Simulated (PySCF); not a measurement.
**Correlation energy of Zn²⁺ (zinc, charge +2)**

[Ar] 3d9 4p1, one real determinant (an excited configuration). Computed with PySCF 2.14 in aug-cc-pVDZ-DK (7s6p4d2f, 59 functions), with the spin-free X2C one-electron Hamiltonian (Gaussian nucleus). Frozen: [Ar]; 10 electrons correlated.

```csv
level,correlation energy (mhartree)
CCSD,-282.99
(T),-3.80
CCSD(T),-286.79
```

Diagnostics: T1 = 0.0076, D1 = 0.0213, largest double amplitude 0.046.

The real determinant used has ⟨L²⟩ near 8 against 12 for a pure F term, so it mixes terms.

Cost of the coupled-cluster step: of the order of 5 core-seconds, for 10 correlated electrons.

The reference is one real determinant that mixes LS terms of this configuration.
